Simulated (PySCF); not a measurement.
Dissociation curve of SMILES F[SiH3] (H3FSi), singlet. The Si1–F5 bond (Si1 also carries H, H, H; F5 carries nothing else) is pulled apart rigidly from the PBE0/def2-TZVP optimised geometry.

Methods: RMP2 = MP2 on RHF/6-31G, 6 core orbitals frozen run with PySCF 2.14.0; RKS-M06-2X/6-31G* = restricted M06-2X/6-31G*, spherical d run with PySCF 2.14.0; RHF/3-21G = restricted Hartree-Fock/3-21G in PySCF 2.14.0.

Energies are in kcal/mol, each relative to the lowest point of its own curve near equilibrium.

```json
[
 {"R / Å": "1.28", "RMP2": "?", "RKS-M06-2X/6-31G*": "87.3", "RHF/3-21G": "111.3"},
 {"R / Å": "1.36", "RMP2": "73.1", "RKS-M06-2X/6-31G*": "?", "RHF/3-21G": "56.9"},
 {"R / Å": "1.42", "RMP2": "44.6", "RKS-M06-2X/6-31G*": "21.5", "RHF/3-21G": "31.0"},
 {"R / Å": "1.52", "RMP2": "15.9", "RKS-M06-2X/6-31G*": "3.9", "RHF/3-21G": "7.4"},
 {"R / Å": "1.56", "RMP2": "9.2", "RKS-M06-2X/6-31G*": "1.1", "RHF/3-21G": "3.0"},
 {"R / Å": "1.60", "RMP2": "4.6", "RKS-M06-2X/6-31G*": "0.0", "RHF/3-21G": "?"},
 {"R / Å": "1.63", "RMP2": "2.3", "RKS-M06-2X/6-31G*": "0.1", "RHF/3-21G": "0.0"},
 {"R / Å": "1.70", "RMP2": "0.0", "RKS-M06-2X/6-31G*": "3.0", "RHF/3-21G": "1.6"},
 {"R / Å": "1.74", "RMP2": "?", "RKS-M06-2X/6-31G*": "?", "RHF/3-21G": "4.0"},
 {"R / Å": "1.86", "RMP2": "?", "RKS-M06-2X/6-31G*": "17.6", "RHF/3-21G": "15.3"},
 {"R / Å": "2.00", "RMP2": "17.0", "RKS-M06-2X/6-31G*": "34.6", "RHF/3-21G": "32.9"},
 {"R / Å": "2.15", "RMP2": "31.9", "RKS-M06-2X/6-31G*": "53.9", "RHF/3-21G": "53.3"},
 {"R / Å": "2.40", "RMP2": "57.3", "RKS-M06-2X/6-31G*": "84.1", "RHF/3-21G": "85.4"},
 {"R / Å": "2.62", "RMP2": "77.4", "RKS-M06-2X/6-31G*": "107.0", "RHF/3-21G": "110.0"},
 {"R / Å": "2.91", "RMP2": "99.6", "RKS-M06-2X/6-31G*": "131.6", "RHF/3-21G": "137.4"},
 {"R / Å": "3.18", "RMP2": "116.0", "RKS-M06-2X/6-31G*": "149.4", "RHF/3-21G": "159.1"},
 {"R / Å": "3.56", "RMP2": "132.8", "RKS-M06-2X/6-31G*": "168.1", "RHF/3-21G": "184.1"},
 {"R / Å": "3.95", "RMP2": "143.2", "RKS-M06-2X/6-31G*": "181.7", "RHF/3-21G": "203.4"},
 {"R / Å": "4.35", "RMP2": "147.4", "RKS-M06-2X/6-31G*": "191.5", "RHF/3-21G": "217.5"},
 {"R / Å": "4.83", "RMP2": "145.8", "RKS-M06-2X/6-31G*": "199.4", "RHF/3-21G": "228.6"},
 {"R / Å": "5.59", "RMP2": "134.4", "RKS-M06-2X/6-31G*": "206.6", "RHF/3-21G": "238.6"}
]
```

Fill in the missing entries.


- 1.28, RMP2: 130.1
- 1.36, RKS-M06-2X/6-31G*: 42.1
- 1.60, RHF/3-21G: 0.6
- 1.74, RMP2: 0.2
- 1.74, RKS-M06-2X/6-31G*: 5.8
- 1.86, RMP2: 5.6

The restricted form behind RMP2, RKS-M06-2X/6-31G*, RHF/3-21G keeps the bonding electrons paired and can't separate into open-shell fragments. The T1 diagnostic of CCSD on the restricted reference of RMP2 exceeds 0.045 at 2.91 to 5.59 Å.
